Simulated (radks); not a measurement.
Problem. The nitrogen anion N2-, [He] 2s2 2p5, held by a Watson sphere: a shell of charge +2 at radius R that stands for the Madelung well of a crystal (potential energy -2/R inside, -2/r outside, in hartree with lengths in bohr). All-electron calculation, non-relativistic Kohn-Sham, LDA (Slater exchange, Perdew-Wang correlation), spin-polarised, spherical densities, point nucleus; open shells are filled with parallel spins first. Program: a radial shooting solver on a logarithmic mesh with Libxc functionals. Response by self-consistent Sternheimer equations with the Hartree and adiabatic LDA kernel. The sphere does not respond.

R (bohr)  e(2s down) (eV)  e(2p up) (eV)  e(2p down) (eV)  <r> 2p (bohr)  sum of <r^2> (bohr^2)  X-ray form factor at sin(theta)/lambda = 0.3 1/angstrom  alpha (bohr^3)
2.14              -16.963         -7.243           -6.294          1.774                  24.80                                                    3.247           20.19
2.29              -16.445         -6.832           -5.901          1.824                  26.02                                                    3.220           23.25
2.44              -15.969         -6.445           -5.530          1.874                  27.26                                                    3.201           26.76
2.84              -14.889         -5.535           -4.648          2.008                  30.60                                                    3.178           38.80
3.28              -13.973         -4.726           -3.851          2.161                  34.44                                                    3.174           58.14

Estimate the row for R = 2.41 bohr.

Solution. e(2s down) (eV) -16.060; e(2p up) (eV) -6.520; e(2p down) (eV) -5.602; <r> 2p (bohr) 1.864; sum of <r^2> (bohr^2) 27.01; X-ray form factor at sin(theta)/lambda = 0.3 1/angstrom 3.205; alpha (bohr^3) 26.02.
